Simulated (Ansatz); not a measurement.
Species: C$_{7}$H$_{15}$, charge 0, multiplicity 2. It need not be the lowest isomer of its formula. SMILES: C(C(C)([CH2])C)CC
Structure (B3LYP-D3(BJ)/def2-TZVP (Ansatz, an electronic-structure program) minimum search):
```xyz
22

C      2.8699     0.7169     0.4908
C      1.4465     0.2612     0.8001
C      0.5803     0.1702    -0.4537
C     -0.9090    -0.1724    -0.2227
C     -1.5708     0.8981     0.5824
C     -1.0620    -1.5329     0.4734
C     -1.5965    -0.2502    -1.6074
H      2.8742     1.7075     0.0295
H      3.3618     0.0296    -0.2021
H      3.4786     0.7683     1.3955
H      0.9834     0.9527     1.5099
H      1.4806    -0.7108     1.2986
H      1.0065    -0.5766    -1.1325
H      0.6285     1.1268    -0.9861
H     -1.3388     1.9403     0.4023
H     -2.4082     0.6717     1.2292
H     -0.5591    -2.3178    -0.0961
H     -0.6421    -1.5192     1.4792
H     -2.1170    -1.8024     0.5568
H     -1.5042     0.6966    -2.1421
H     -1.1357    -1.0329    -2.2166
H     -2.6582    -0.4791    -1.5027
```
Charge 0, spin multiplicity 2.

Quantity: atomisation energy (electronic, to ground-state atoms), in kcal/mol. Valence correlation only, unless marked. Open shells are spin-unrestricted. No spin-orbit coupling. Non-relativistic. The coupled-cluster limit lacks core correlation, which all-electron functionals hold. Basis-set limits of correlation are two-point, X^-3; Hartree-Fock from the larger set. The bracket is a focal-point correction in the basis named.

```tsv
level	program	atomisation energy (kcal/mol)	minus last row
revPBE-D3(BJ)/def2-TZVPD	Ansatz + dftd3	2064.7	-12.4
B97M-V/def2-TZVPD	Ansatz	2077.2	0.1
r2SCAN0/def2-TZVPD	Ansatz	2064.7	-12.4
wB97M-V/def2-TZVPD	Ansatz	2078.6	1.5
wB97X-V/def2-TZVPD	Ansatz	2077.3	0.2
MP2/cc-pVTZ	Ansatz	2049.8	-27.3
SCS-MP2/6-31G*	Ansatz	1908.4	-168.7
CCSD(T)/cc-pVDZ	Ansatz	1944.4	-132.7
RI-MP2/CBS(cc-pVTZ,cc-pVQZ)+[CCSD(T)-MP2]/cc-pVDZ	Ansatz	2078.2	1.1
RI-MP2/CBS(cc-pVTZ,cc-pVQZ)+[CCSD(T)-MP2]/cc-pVTZ	Ansatz	2077.1	0.0
```
